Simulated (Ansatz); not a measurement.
A short molecular-dynamics run on C₆H₃ClTi (`C#[C][Ti]([Cl])([C]#C)[C]#C`).

```yaml
crystal:
  periodic: [false, false, false]
  atoms:
    - {symbol: C, position_ang: [-0.834860, 0.250309, 2.906492]}
    - {symbol: C, position_ang: [-0.774617, 0.182027, 1.693864]}
    - {symbol: Ti, position_ang: [-0.650026, 0.066943, -0.301775]}
    - {symbol: Cl, position_ang: [-2.610621, 0.284435, -1.205166]}
    - {symbol: C, position_ang: [0.583603, 1.511063, -0.937387]}
    - {symbol: C, position_ang: [1.339303, 2.386208, -1.313954]}
    - {symbol: C, position_ang: [0.154420, -1.703956, -0.779521]}
    - {symbol: C, position_ang: [0.650291, -2.777707, -1.062257]}
    - {symbol: H, position_ang: [-0.884853, 0.310334, 3.970929]}
    - {symbol: H, position_ang: [2.005172, 3.152959, -1.642345]}
    - {symbol: H, position_ang: [1.087587, -3.719714, -1.308278]}
basis:
  gaussian: {orbitals: "6-31G*"}
hamiltonian: {xc: {name: BLYP}}
md: {timestep: 1 fs, n_steps: 30, ensemble: nvt_nose_hoover, temperature: 300, initial_velocities: maxwell_boltzmann, seed: 95}
```

```sh
$ ansatz run in.yaml --threads 4 --pin off --events-out ev --progress --plain --max-ram 11315MiB
```

```
step  time (fs)  potential energy (eV)  kinetic (eV)  T (K)  conserved (eV)
   0        0.0            -41901.4918        0.3490    300     -41901.1428
   1        1.0            -41901.5025        0.3594    309     -41901.1431
   2        2.0            -41901.5113        0.3679    316     -41901.1435
   3        3.0            -41901.5127        0.3689    317     -41901.1438
   4        4.0            -41901.5011        0.3572    307     -41901.1438
   5        5.0            -41901.4760        0.3327    286     -41901.1433
   6        6.0            -41901.4454        0.3029    260     -41901.1425
   7        7.0            -41901.4218        0.2798    241     -41901.1419
   8        8.0            -41901.4139        0.2719    234     -41901.1420
   9        9.0            -41901.4205        0.2778    239     -41901.1427
  10       10.0            -41901.4318        0.2884    248     -41901.1434
  11       11.0            -41901.4371        0.2935    252     -41901.1437
  12       12.0            -41901.4320        0.2886    248     -41901.1435
  13       13.0            -41901.4188        0.2759    237     -41901.1431
  14       14.0            -41901.4038        0.2615    225     -41901.1427
  15       15.0            -41901.3948        0.2529    217     -41901.1423
  16       16.0            -41901.3979        0.2561    220     -41901.1422
  17       17.0            -41901.4136        0.2715    233     -41901.1426
  18       18.0            -41901.4355        0.2929    252     -41901.1433
  19       19.0            -41901.4532        0.3103    267     -41901.1437
  20       20.0            -41901.4589        0.3162    272     -41901.1438
  21       21.0            -41901.4522        0.3101    267     -41901.1433
  22       22.0            -41901.4391        0.2977    256     -41901.1428
  23       23.0            -41901.4277        0.2868    247     -41901.1425
  24       24.0            -41901.4234        0.2827    243     -41901.1424
  25       25.0            -41901.4274        0.2867    246     -41901.1426
  26       26.0            -41901.4365        0.2956    254     -41901.1430
  27       27.0            -41901.4439        0.3027    260     -41901.1435
  28       28.0            -41901.4421        0.3009    259     -41901.1438
  29       29.0            -41901.4266        0.2858    246     -41901.1437
  30       30.0            -41901.3998        0.2597    223     -41901.1431
```

Velocities are drawn at the set temperature; a run this short doesn't reach equilibrium.

Frames (Å, forces in eV/Å):

```xyz
11
time=0.0 fs
C    -0.835    0.250    2.906   -0.090    0.105    1.856
C    -0.775    0.182    1.694    0.084   -0.106   -1.901
Ti   -0.650    0.067   -0.302    0.450   -0.050    0.206
Cl   -2.611    0.284   -1.205   -0.695    0.077   -0.320
C     0.584    1.511   -0.937   -1.193   -1.366    0.584
C     1.339    2.386   -1.314    1.160    1.337   -0.574
C     0.154   -1.704   -0.780   -0.787    1.680    0.436
C     0.650   -2.778   -1.062    0.761   -1.643   -0.430
H    -0.885    0.310    3.971   -0.014    0.017    0.310
H     2.005    3.153   -1.642    0.195    0.223   -0.096
H     1.088   -3.720   -1.308    0.129   -0.273   -0.072
11
time=2.0 fs
C    -0.838    0.261    2.905    0.073   -0.049   -0.389
C    -0.773    0.189    1.670   -0.061    0.041    0.641
Ti   -0.647    0.058   -0.300    0.281    0.030   -0.198
Cl   -2.614    0.293   -1.204   -0.597    0.049   -0.276
C     0.578    1.506   -0.934   -0.866   -0.979    0.403
C     1.329    2.393   -1.309    0.943    0.991   -0.386
C     0.167   -1.707   -0.766   -0.847    1.724    0.474
C     0.646   -2.781   -1.069    1.054   -2.052   -0.561
H    -0.862    0.308    3.969   -0.044    0.038    0.404
H     2.021    3.150   -1.611    0.131    0.211   -0.107
H     1.120   -3.712   -1.324   -0.068   -0.004   -0.005
11
time=4.0 fs
C    -0.840    0.271    2.902    0.199   -0.150   -1.504
C    -0.772    0.195    1.648   -0.179    0.167    2.663
Ti   -0.643    0.048   -0.299    0.019    0.143   -0.563
Cl   -2.618    0.301   -1.203   -0.496    0.020   -0.231
C     0.571    1.498   -0.930   -0.012    0.040   -0.033
C     1.322    2.403   -1.304    0.393    0.225   -0.029
C     0.177   -1.705   -0.752   -0.326    0.477    0.136
C     0.645   -2.791   -1.078    0.700   -1.025   -0.278
H    -0.841    0.307    3.981   -0.063    0.032   -0.109
H     2.040    3.155   -1.583   -0.083    0.035   -0.056
H     1.151   -3.706   -1.341   -0.152    0.034    0.004
11
time=6.0 fs
C    -0.842    0.281    2.895    0.280   -0.191   -1.483
C    -0.771    0.203    1.634   -0.230    0.222    3.420
Ti   -0.640    0.039   -0.298   -0.271    0.288   -0.785
Cl   -2.623    0.310   -1.202   -0.386   -0.012   -0.185
C     0.563    1.489   -0.926    0.837    1.072   -0.462
C     1.316    2.414   -1.300   -0.184   -0.589    0.335
C     0.186   -1.701   -0.737    0.358   -1.185   -0.369
C     0.647   -2.803   -1.087    0.070    0.595    0.222
H    -0.822    0.308    3.989   -0.098    0.033   -0.629
H     2.057    3.161   -1.557   -0.267   -0.109   -0.021
H     1.176   -3.699   -1.357   -0.110   -0.124   -0.042
11
time=8.0 fs
C    -0.844    0.290    2.883    0.292   -0.176   -0.900
C    -0.771    0.211    1.631   -0.207    0.188    2.791
Ti   -0.637    0.030   -0.298   -0.498    0.438   -0.829
Cl   -2.628    0.318   -1.202   -0.264   -0.046   -0.135
C     0.558    1.485   -0.923    1.267    1.613   -0.681
C     1.310    2.423   -1.295   -0.557   -1.130    0.564
C     0.196   -1.701   -0.723    0.775   -2.261   -0.736
C     0.648   -2.814   -1.096   -0.260    1.556    0.557
H    -0.807    0.310    3.974   -0.128    0.052   -0.542
H     2.064    3.163   -1.532   -0.287   -0.093   -0.042
H     1.197   -3.696   -1.375   -0.132   -0.142   -0.047
11
time=10.0 fs
C    -0.844    0.299    2.869    0.217   -0.102    0.109
C    -0.772    0.219    1.636   -0.119    0.070    0.953
Ti   -0.634    0.022   -0.298   -0.594    0.555   -0.748
Cl   -2.634    0.326   -1.202   -0.132   -0.083   -0.082
C     0.556    1.485   -0.923    1.103    1.429   -0.610
C     1.302    2.428   -1.289   -0.536   -1.143    0.567
C     0.208   -1.708   -0.711    0.747   -2.297   -0.788
C     0.649   -2.821   -1.103   -0.085    1.395    0.534
H    -0.796    0.314    3.940   -0.131    0.078    0.138
H     2.061    3.162   -1.509   -0.185    0.036   -0.095
H     1.212   -3.698   -1.394   -0.286    0.060    0.021
11
time=12.0 fs
C    -0.843    0.307    2.855    0.102    0.017    1.701
C    -0.773    0.228    1.645    0.002   -0.094   -1.432
Ti   -0.632    0.013   -0.299   -0.558    0.618   -0.648
Cl   -2.639    0.335   -1.202    0.001   -0.119   -0.028
C     0.558    1.490   -0.924    0.391    0.549   -0.273
C     1.292    2.430   -1.280   -0.011   -0.502    0.318
C     0.223   -1.722   -0.702    0.321   -1.356   -0.504
C     0.650   -2.823   -1.108    0.357    0.478    0.230
H    -0.791    0.321    3.911   -0.123    0.096    0.705
H     2.050    3.162   -1.490   -0.101    0.139   -0.133
H     1.217   -3.698   -1.413   -0.381    0.174    0.063
11
time=14.0 fs
C    -0.843    0.315    2.846    0.044    0.111    3.267
C    -0.774    0.237    1.649    0.081   -0.208   -2.956
Ti   -0.630    0.006   -0.300   -0.453    0.622   -0.625
Cl   -2.645    0.343   -1.201    0.122   -0.154    0.020
C     0.562    1.496   -0.926   -0.562   -0.666    0.179
C     1.282    2.430   -1.270    0.814    0.541   -0.067
C     0.239   -1.740   -0.694   -0.304    0.120    0.000
C     0.652   -2.823   -1.113    0.742   -0.581   -0.165
H    -0.791    0.331    3.907   -0.136    0.096    0.499
H     2.035    3.168   -1.476   -0.091    0.159   -0.141
H     1.207   -3.692   -1.430   -0.256   -0.039   -0.010
11
time=16.0 fs
C    -0.842    0.324    2.848    0.082    0.092    3.089
C    -0.775    0.244    1.644    0.051   -0.178   -2.299
Ti   -0.628   -0.001   -0.302   -0.360    0.580   -0.714
Cl   -2.650    0.351   -1.201    0.219   -0.185    0.057
C     0.563    1.500   -0.928   -1.203   -1.515    0.484
C     1.275    2.432   -1.261    1.349    1.268   -0.330
C     0.253   -1.758   -0.687   -0.821    1.386    0.467
C     0.656   -2.825   -1.118    0.904   -1.271   -0.453
H    -0.795    0.345    3.922   -0.144    0.081   -0.003
H     2.017    3.179   -1.467   -0.069    0.173   -0.141
H     1.188   -3.688   -1.447   -0.008   -0.430   -0.158
11
time=18.0 fs
C    -0.840    0.333    2.858    0.161   -0.029    0.956
C    -0.776    0.252    1.632   -0.055   -0.029    0.065
Ti   -0.627   -0.008   -0.305   -0.336    0.514   -0.859
Cl   -2.655    0.358   -1.201    0.288   -0.212    0.082
C     0.561    1.500   -0.928   -1.089   -1.410    0.445
C     1.272    2.438   -1.252    1.137    1.078   -0.276
C     0.266   -1.772   -0.678   -0.947    1.728    0.602
C     0.663   -2.831   -1.124    0.885   -1.413   -0.533
H    -0.805    0.362    3.937   -0.121    0.064   -0.142
H     1.996    3.198   -1.463    0.008    0.225   -0.143
H     1.168   -3.700   -1.470    0.068   -0.516   -0.197
11
time=20.0 fs
C    -0.839    0.342    2.872    0.210   -0.153   -1.412
C    -0.777    0.259    1.620   -0.142    0.117    2.373
Ti   -0.626   -0.014   -0.308   -0.386    0.455   -0.945
Cl   -2.660    0.366   -1.201    0.336   -0.235    0.096
C     0.556    1.495   -0.927   -0.331   -0.472    0.128
C     1.272    2.447   -1.245    0.394    0.197    0.000
C     0.275   -1.780   -0.667   -0.630    0.981    0.289
C     0.673   -2.842   -1.133    0.699   -1.003   -0.371
H    -0.820    0.382    3.948   -0.086    0.054    0.004
H     1.975    3.224   -1.465    0.025    0.198   -0.118
H     1.151   -3.730   -1.500   -0.089   -0.141   -0.044
11
time=22.0 fs
C    -0.836    0.350    2.882    0.200   -0.195   -2.461
C    -0.778    0.267    1.616   -0.156    0.169    3.402
Ti   -0.625   -0.020   -0.312   -0.468    0.428   -0.866
Cl   -2.665    0.373   -1.200    0.375   -0.255    0.104
C     0.549    1.489   -0.925    0.545    0.630   -0.227
C     1.274    2.457   -1.237   -0.314   -0.656    0.249
C     0.282   -1.786   -0.655   -0.085   -0.336   -0.302
C     0.685   -2.856   -1.142    0.272   -0.073    0.038
H    -0.838    0.404    3.958   -0.057    0.037   -0.025
H     1.955    3.258   -1.471   -0.098   -0.002   -0.040
H     1.130   -3.766   -1.532   -0.214    0.251    0.128
11
time=24.0 fs
C    -0.833    0.358    2.884    0.118   -0.127   -1.868
C    -0.780    0.275    1.622   -0.095    0.098    2.856
Ti   -0.625   -0.026   -0.317   -0.518    0.436   -0.602
Cl   -2.669    0.380   -1.200    0.414   -0.276    0.109
C     0.545    1.485   -0.924    1.099    1.317   -0.433
C     1.275    2.464   -1.229   -0.715   -1.089    0.342
C     0.289   -1.792   -0.644    0.379   -1.450   -0.851
C     0.698   -2.870   -1.151   -0.272    1.018    0.544
H    -0.858    0.427    3.967   -0.020    0.004   -0.312
H     1.931    3.292   -1.479   -0.232   -0.238    0.053
H     1.101   -3.793   -1.559   -0.158    0.307    0.163
11
time=26.0 fs
C    -0.830    0.365    2.881   -0.015    0.019   -0.262
C    -0.782    0.283    1.637    0.018   -0.079    0.986
Ti   -0.625   -0.031   -0.322   -0.482    0.458   -0.236
Cl   -2.673    0.387   -1.199    0.457   -0.296    0.117
C     0.543    1.485   -0.925    1.142    1.337   -0.420
C     1.274    2.469   -1.219   -0.812   -1.095    0.290
C     0.298   -1.803   -0.636    0.545   -1.820   -1.102
C     0.710   -2.880   -1.159   -0.658    1.689    0.875
H    -0.879    0.450    3.964    0.022   -0.026   -0.426
H     1.899    3.317   -1.484   -0.214   -0.298    0.094
H     1.066   -3.809   -1.580   -0.005    0.112    0.084
11
time=28.0 fs
C    -0.826    0.373    2.876   -0.136    0.166    1.389
C    -0.784    0.291    1.655    0.141   -0.302   -1.437
Ti   -0.626   -0.036   -0.327   -0.349    0.463    0.112
Cl   -2.676    0.393   -1.198    0.503   -0.316    0.126
C     0.545    1.489   -0.926    0.677    0.681   -0.202
C     1.270    2.470   -1.209   -0.611   -0.709    0.127
C     0.307   -1.820   -0.631    0.336   -1.258   -0.935
C     0.720   -2.886   -1.163   -0.662    1.417    0.764
H    -0.899    0.473    3.946    0.042   -0.017   -0.049
H     1.859    3.331   -1.487   -0.036   -0.133    0.065
H     1.031   -3.820   -1.598    0.094    0.009    0.040
11
time=30.0 fs
C    -0.823    0.381    2.876   -0.190    0.237    2.151
C    -0.786    0.298    1.669    0.224   -0.472   -3.117
Ti   -0.627   -0.041   -0.333   -0.160    0.435    0.351
Cl   -2.678    0.399   -1.197    0.542   -0.333    0.134
C     0.550    1.495   -0.929   -0.126   -0.437    0.141
C     1.264    2.468   -1.198   -0.106    0.072   -0.131
C     0.318   -1.840   -0.630   -0.183    0.066   -0.385
C     0.728   -2.887   -1.166   -0.302    0.202    0.179
H    -0.918    0.494    3.927    0.027    0.027    0.563
H     1.817    3.341   -1.487    0.155    0.078    0.018
H     0.999   -3.831   -1.614    0.118    0.125    0.095
```

Run time 76 s (4 threads of an Arm Neoverse V1 on a shared host); peak host memory 0.66 GiB.
